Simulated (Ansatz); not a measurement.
A nudged elastic band was laid between two geometries of CH6BClO2 (11 atoms, charge 0, multiplicity 1).

Method: RKS PBE-D4/def2-SVP (Ansatz 0.2.0).

```json
{
 "movable images": "5",
 "climbing image": "yes",
 "spring": "5.0 eV/Å²",
 "optimiser": "quadratic models (default)",
 "start path": "through a guess of the saddle point",
 "force threshold": "0.05 eV/Å",
 "iteration limit": "60",
 "end points": "relaxed"
}
```

First end point:

```xyz
11
Properties=species:S:1:pos:R:3
B -0.032 -0.208 0.291
H -0.911 -0.857 0.840
Cl 1.609 -1.068 0.205
O -0.310 0.589 -0.812
H -1.270 0.688 -0.925
O 0.325 0.939 1.629
C 1.172 2.049 1.253
H 2.164 1.684 0.914
H 0.665 2.542 0.405
H 1.269 2.743 2.110
H 0.825 0.357 2.241
```

Last end point:

```xyz
11
Properties=species:S:1:pos:R:3
B 0.302 0.473 -0.403
H -0.857 -0.139 3.303
Cl 1.865 -0.058 -1.132
O -0.876 0.001 -0.899
H -0.732 -0.614 -1.639
O 0.255 1.335 0.640
C 1.364 1.939 1.280
H 2.329 1.603 0.846
H 1.285 3.041 1.182
H 1.342 1.682 2.359
H -0.769 0.195 2.615
```

**Question.** Which bonds break or form, and what moves?

**Answer.** Bonds broken: B1–H2, O6–H11. Bonds formed: H2–H11. CH6BClO2 becomes CH4BClO2 + H2.

**Question.** What energy profile does the band end with?

**Answer.** It converged. The highest image is number 2 of 0 to 6, 0.36 eV above the first end and 1.24 eV above the last; the last end lies 0.88 eV below the first. A vibrational analysis at the climbing image gives one clearly imaginary mode, 476i cm⁻¹: a first-order saddle point. The orbitals stay closed-shell, which can raise the energy where a bond breaks towards radicals; this wasn't checked here.

```
image  path coordinate (Å)  energy (eV)  B1–H2 (Å)  O6–H11 (Å)  H2–H11 (Å)
    0                 0.00         0.00       1.22        0.98        2.54
    1                 0.93         0.04       1.23        0.98        2.35
    2                 1.86         0.36       1.23        0.98        2.16
    3                 3.62         0.06       1.22        0.98        2.30
    4                 5.38        -0.52       2.29        2.04        0.79
    5                 7.15        -0.86       3.33        2.72        0.77
    6                 8.91        -0.88       3.93        2.50        0.77
```

**Question.** What is the geometry of the highest image?

**Answer.** 
```xyz
11
Properties=species:S:1:pos:R:3
B 0.026 -0.324 0.260
H -0.474 -1.097 1.075
Cl 1.807 -0.737 -0.076
O -0.725 0.078 -0.843
H -0.942 1.023 -0.850
O 0.110 1.083 1.326
C 1.218 2.013 1.286
H 2.181 1.483 1.410
H 1.198 2.487 0.288
H 1.065 2.784 2.066
H 0.045 0.667 2.209
```

**Question.** What are the harmonic wavenumbers there?

**Answer.** 476i, 49, 136, 198, 280, 312, 356, 432, 599, 694, 872, 939, 1032, 1075, 1085, 1126, 1212, 1288, 1397, 1405, 1430, 2447, 2989, 3097, 3118, 3673, 3807 cm⁻¹.

The band took 45 iterations and of the order of 11 core-minutes.

Run time: 5.4 min on 2 threads of AMD EPYC 7R32 (Zen 2), with other jobs on the host, peak memory 0.16 GiB.
